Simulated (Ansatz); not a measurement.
Reaction (ligand exchange at a Ge–C bond): `N[CH2][GeH2][NH2]` + H–F → `[NH2][GeH2][F]` + CH₃NH₂

Program: Ansatz. Geometries: PBE0-D4/def2-TZVP. ΔE: electronic, gas phase. CCSD(T)/CBS is the MP2 limit (def2-TZVPP, def2-QZVPP) plus CCSD(T) − MP2 in def2-TZVPP, frozen cores. This one scheme is used for every species. For Ge outer-core shells are correlated without core-valence functions, which leaves a few kJ/mol of doubt a bond. Scalar relativity is left out up to krypton. One conformer a species, not always the lowest.

```json
{"level": "SCS-MP2/def2-TZVPP", "ΔE (eV)": "-1.08"}
{"level": "HF/def2-QZVPP", "ΔE (eV)": "-1.37"}
{"level": "SCS-MP2/def2-QZVPP", "ΔE (eV)": "-1.07"}
{"level": "MP2/CBS(def2)", "ΔE (eV)": "-0.95"}
```

**Question.** What does CCSD(T)/CBS give? (An estimate is asked.)

**Answer.** The calculation gave: -0.98 eV. The listed levels differ from it by -0.10, -0.39, -0.09, 0.03 eV.

Largest T1 diagnostic among the species: 0.011.

In def2-TZVPP, CCSD(T) changes the Hartree–Fock value by +0.34 eV (the triples alone add +0.03 eV) and MP2 by +0.36 eV. The D4 term adds +0.09 eV with B3LYP and +0.05 eV with PBE0; it sums over pairs of atoms, weighted by their polarisabilities, and B3LYP, whose exchange is more repulsive, gets the larger term.

B3LYP here is the variant with VWN-RPA as its local correlation; programs differ in this.
